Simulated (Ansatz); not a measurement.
Reactions of `N[SiH](O)O[SiH](N)F`.

Isolated molecules relaxed with PBE0-D4/def2-TZVP in Ansatz; ΔE leaves out vibrations. CCSD(T)/CBS adds triple-zeta CCSD(T) − MP2 to the extrapolated MP2 energy (def2 sets, frozen cores). This one scheme is used for every species, atoms too. DFT in def2-TZVPP. No spin–orbit coupling; open shells (•) take unrestricted orbitals. Spin–orbit coupling would lower the free atoms: a little for F, O, Si. One conformer a species, not always the lowest.

```
                                                                           reaction  PBE-D4 (kcal/mol)  ωB97M-V (kcal/mol)  CCSD(T)/CBS(def2) (kcal/mol)
                            `N[Si@H](F)O[Si@@H](N)O` → `N[SiH]([O])F`• + `N[SiH]O`•              130.9               147.0                         149.5
                          `N[Si@H](F)O[Si@@H](N)O` + H₂ → `N[SiH2]O[SiH](N)F` + H₂O               22.5                24.4                          23.7
                   `N[Si@H](F)O[Si@@H](N)O` + H–F → `N[Si@@H](F)O[Si@@H](N)F` + H₂O               -9.3                -9.9                          -9.8
                      `N[Si@H](F)O[Si@@H](N)O` + HCl → `N[SiH](O)Cl` + `N[SiH](O)F`                3.4                 5.4                           6.0
                       `N[Si@H](F)O[Si@@H](N)O` + NH₃ → `N[SiH](N)O` + `N[SiH](O)F`               14.6                15.9                          16.3
                                 `N[Si@H](F)O[Si@@H](N)O` → `N[SiH](O)F` + `N[Si]O`               59.3                62.9                          65.2
                          `N[Si@H](F)O[Si@@H](N)O` + H₂ → `N[SiH2]F` + `N[SiH](O)O`               26.0                28.4                          28.6
                         `N[Si@H](F)O[Si@@H](N)O` → F• + 7 H• + 2 N• + 2 O• + 2 Si•             1318.7              1314.1                        1315.1
`N[Si@H](F)O[Si@@H](N)O` + `N[SiH](O)Cl` → `N[Si@H](Cl)O[Si@@H](N)O` + `N[SiH](O)F`                0.7                 0.8                           0.6
                                 `N[Si@H](F)O[Si@@H](N)O` → `N[Si]F` + `N[SiH](O)O`               59.4                62.8                          65.4
```

Largest T1 diagnostic: 0.025, for `N[SiH]([O])F`•, so its coupled-cluster energy is less sure.
